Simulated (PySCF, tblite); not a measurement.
Isomers of C4H13FSi4, one GFN2-xTB conformer each. Single-point energies are computed at PBE0/pcSseg-1 (PySCF, gas phase, no added dispersion term), electronic only.

Task: Rank them by PBE0/pcSseg-1 energy, lowest first (kJ/mol).
A. `[CH2:1]=[CH:2][CH2:3][Si@@H:4]1[SiH2:5][Si@@H:6]([F:7])[Si@@H:8]1[CH3:9]` with C1–C2–C3–Si4 -109°, C2–C3–Si4–Si5 169°
B. `[F:1][Si@@H:2]1[CH2:3][CH2:4][C@H:5]1[CH:6]1[SiH2:7][SiH2:8][SiH2:9]1` with C4–C5–C6–Si7 54°, F1–Si2–C3–C4 -120°, Si2–C3–C4–C5 10°, C3–C4–C5–C6 -136°, C5–C6–Si7–Si8 134°

Result: A (0.0), B (37.6).

As drawn, the lower has a C=C bond outside aromatic rings, which the higher lacks. GFN2-xTB itself gives, in the same order: 69.0, 0.0. GFN2-xTB puts F[Si@@H]1CC[C@H]1C1[SiH2][SiH2][SiH2]1 lowest instead.

Task: Which frontier levels, dipoles and rotational constants go with these structures?

Result: 
| SMILES | HOMO (eV, PBE0/pcSseg-1) | LUMO (eV) | dipole (D) | A, B, C (MHz) |
| --- | --- | --- | --- | --- |
| C=CC[Si@@H]1[SiH2][Si@@H](F)[Si@@H]1C | -7.17 | -1.93 | 2.45 | 1320, 530.2, 422.8 |
| F[Si@@H]1CC[C@H]1C1[SiH2][SiH2][SiH2]1 | -7.54 | -0.99 | 1.72 | 1379, 543.2, 469.7 |

Task: What happens when harmonic zero-point energies from GFN2-xTB frequencies are added?

Result: 
```
                                SMILES  ZPE (kJ/mol)  electronic (kJ/mol)  with ZPE (kJ/mol)
 C=CC[Si@@H]1[SiH2][Si@@H](F)[Si@@H]1C         393.7                  0.0                0.0
F[Si@@H]1CC[C@H]1C1[SiH2][SiH2][SiH2]1         389.1                 37.6               33.0
```

The zero-point energies span 4.6 kJ/mol. The order is unchanged.
